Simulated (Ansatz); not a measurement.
Mulliken charges of `[SiH3][O][GaH][SH]` from B3LYP/def2-TZVPP in Ansatz (PBE0-D4/def2-TZVP geometry).

```json
{"atom": "Si1", "x (Å)": "0.273", "y (Å)": "0.846", "z (Å)": "-1.240", "charge (e)": "0.412"}
{"atom": "O2", "x (Å)": "0.134", "y (Å)": "-0.681", "z (Å)": "-0.691", "charge (e)": "-0.418"}
{"atom": "Ga3", "x (Å)": "-0.198", "y (Å)": "-1.556", "z (Å)": "0.825", "charge (e)": "0.414"}
{"atom": "S4", "x (Å)": "-0.552", "y (Å)": "-0.335", "z (Å)": "2.610", "charge (e)": "-0.256"}
{"atom": "H5", "x (Å)": "-0.743", "y (Å)": "1.104", "z (Å)": "-2.293", "charge (e)": "-0.080"}
{"atom": "H6", "x (Å)": "0.065", "y (Å)": "1.837", "z (Å)": "-0.141", "charge (e)": "-0.098"}
{"atom": "H7", "x (Å)": "1.631", "y (Å)": "1.063", "z (Å)": "-1.806", "charge (e)": "-0.080"}
{"atom": "H8", "x (Å)": "-0.216", "y (Å)": "-3.102", "z (Å)": "0.789", "charge (e)": "-0.015"}
{"atom": "H9", "x (Å)": "-0.393", "y (Å)": "0.823", "z (Å)": "1.945", "charge (e)": "0.121"}
```

By hand: the dipole of these point charges (1 e Å = 4.8032 D).

Σ q r = (-0.006, -0.132, 0.017) e Å, of length 0.133 e Å = 0.64 D.

How does the dipole of the full density compare? (Estimate.)

The calculation gave: (-0.006, -0.073, 0.026) e Å, 0.37 D; the point charges give 1.73 times that, at 12° from its direction.

Point charges leave out the atoms' own dipoles, such as those of lone pairs, and Mulliken's split depends on the basis, so the two needn't agree.

B3LYP here is the variant with VWN-RPA as its local correlation; programs differ in this.
